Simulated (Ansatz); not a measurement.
Cost and result for the atomization energy of C$_{2}$H$_{10}$ClGeNSi (`CC[N]([GeH3])[SiH2]Cl`) (16 atoms, 15 bonds).

Z-matrix (Å, degrees):
```
C
C 1 1.519
H 1 1.093 2 111.4
H 1 1.092 2 110.8 3 -120.0
H 1 1.093 2 110.4 3 119.7
N 2 1.464 1 114.1 3 60.9
H 2 1.097 1 109.7 3 -61.7
H 2 1.096 1 109.4 3 -177.5
Si 6 1.700 2 119.5 1 96.1
Ge 6 1.851 2 116.8 1 -74.0
Cl 9 2.075 6 114.1 2 -77.0
H 9 1.479 6 109.1 2 164.7
H 9 1.482 6 109.5 2 40.2
H 10 1.533 6 107.2 2 -168.0
H 10 1.540 6 111.9 2 71.2
H 10 1.539 6 106.4 2 -48.0
```

Charge 0, multiplicity 1. Correlated methods include outer-core shells of Ge, which these sets cover unevenly. Scalar relativity is left out up to krypton. All single points use the PBE0-D4/def2-TZVP geometry. It is one conformer, not always the lowest. Program: Ansatz. All runs use 3 threads of an AMD EPYC 7R13 on a shared host and a share of an NVIDIA H100 80 GB. Times are those of one run each, without the atoms' runs, and a repeat can differ threefold. Electronic energies, without spin–orbit coupling; frozen cores. CCSD(T)/CBS adds CCSD(T) − MP2 in def2-TZVPP to the MP2 limit, and its time is that of the two runs behind it. T1 = 0.011. With those shells the extrapolation isn't a true limit. B3LYP takes the VWN-RPA correlation (the form of Gaussian; ORCA's B3LYP/G). HSE06 is the plane-wave form, built on full-range PBE exchange.

CCSD(T)/CBS is a level of theory with its own doubt, some kJ/mol a heavy atom from the limit and from the frozen cores, so smaller differences don't rank the functionals.

```json
{"level": "LDA (SPW92)/def2-TZVPP", "functions": "365", "wall time": "1.7 s"}
{"level": "CAM-B3LYP-D4/def2-TZVPP", "functions": "365", "wall time": "1.8 s"}
{"level": "PBE-D4/def2-TZVPP (with forces)", "functions": "365", "wall time": "1.8 s"}
{"level": "PBE0-D4/def2-TZVPP", "functions": "365", "wall time": "1.9 s"}
{"level": "BHLYP-D4/def2-TZVPP", "functions": "365", "wall time": "1.9 s"}
{"level": "r2SCANh-D4/def2-TZVPP", "functions": "365", "wall time": "2 s"}
{"level": "CCSD(T)/def2-SVP", "functions": "160", "wall time": "2 s"}
{"level": "B3LYP-D4/def2-TZVPP (with forces)", "functions": "365", "wall time": "2.1 s"}
{"level": "HSE06-D4/def2-TZVPP", "functions": "365", "wall time": "2.1 s"}
{"level": "ωB97M-V/def2-TZVPP (with forces)", "functions": "365", "wall time": "3.1 s"}
{"level": "MP2/def2-QZVPP", "functions": "700", "wall time": "3.7 s"}
{"level": "CCSD(T)/def2-TZVPP", "functions": "365", "wall time": "7 s"}
{"level": "CCSD(T)/CBS(def2)", "functions": "–", "wall time": "11 s"}
```

Task: What atomization energy does each give, and how far from CCSD(T)/CBS? (Estimate.)

Result: The calculation gave: 
| level | atomization (kJ/mol) | difference from CCSD(T)/CBS | per bond |
| --- | --- | --- | --- |
| LDA (SPW92)/def2-TZVPP | 6167.4 | 693.6 | 46.2 |
| CAM-B3LYP-D4/def2-TZVPP | 5479.7 | 5.9 | 0.4 |
| PBE-D4/def2-TZVPP (with forces) | 5497.1 | 23.3 | 1.6 |
| PBE0-D4/def2-TZVPP | 5446.8 | -27.0 | -1.8 |
| BHLYP-D4/def2-TZVPP | 5351.7 | -122.1 | -8.1 |
| r2SCANh-D4/def2-TZVPP | 5435.6 | -38.2 | -2.6 |
| CCSD(T)/def2-SVP | 5149.6 | -324.2 | -21.6 |
| B3LYP-D4/def2-TZVPP (with forces) | 5452.6 | -21.2 | -1.4 |
| HSE06-D4/def2-TZVPP | 5448.7 | -25.1 | -1.7 |
| ωB97M-V/def2-TZVPP (with forces) | 5469.2 | -4.6 | -0.3 |
| MP2/def2-QZVPP | 5453.2 | -20.6 | -1.4 |
| CCSD(T)/def2-TZVPP | 5341.4 | -132.4 | -8.8 |
| CCSD(T)/CBS(def2) | 5473.8 | 0.0 | 0.0 |

The D4 term adds +71.9 kJ/mol with B3LYP and +38.6 kJ/mol with PBE0; it sums over pairs of atoms, weighted by their polarisabilities, and B3LYP, whose exchange is more repulsive, gets the larger term. From BLYP to BHLYP (50 % exact exchange), in def2-TZVPP and without D4, the atomization energy moves by −22.3 kJ/mol: exact exchange takes away binding that semilocal exchange gives to molecules. At CCSD(T), def2-SVP lies −324.3 kJ/mol from the extrapolated value and def2-TZVPP −132.4 kJ/mol: correlation converges slowly with the basis, and small sets miss more of it in the bonded molecule than in its fragments.
